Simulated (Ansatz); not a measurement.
This Ansatz (a first-principles code) input (CCSD(T)/cc-pwCVTZ) gives -329.43362 Eh with 158 basis functions. A basis named .json is the Basis Set Exchange file of that set (core-valence sets with the plain set on hydrogen).

Ansatz 0.2 input:
```yaml
crystal:
  periodic: [false, false, false]
  atoms:
    - {symbol: C, position_ang: [-1.14981457, -0.05477791, -0.04502006]}
    - {symbol: Si, position_ang: [0.54785519, 0.02610017, 0.02145083]}
    - {symbol: H, position_ang: [-1.76847219, 0.83159725, -0.09957680]}
    - {symbol: H, position_ang: [-1.68390593, -0.99607076, -0.03559828]}
    - {symbol: H, position_ang: [1.39794796, -1.17454559, 0.09584332]}
    - {symbol: H, position_ang: [1.28334497, 1.30228411, 0.00914054]}
basis:
  gaussian:
    orbitals: cc-pwCVTZ.json
magnetization: {spin_polarized: false}
correlation: {method: ccsd_t, electrons: outside_noble_gas}
```

Change:
```diff
- correlation: {method: ccsd_t, electrons: outside_noble_gas}
+ correlation: {method: ccsd_t, frozen_orbitals: {C: 0, H: 0, Si: 1}}
```

What does the run give now?

-329.74106 Eh (CCSD(T)/cc-pwCVTZ, 158 functions), a change of -307.44 mEh.
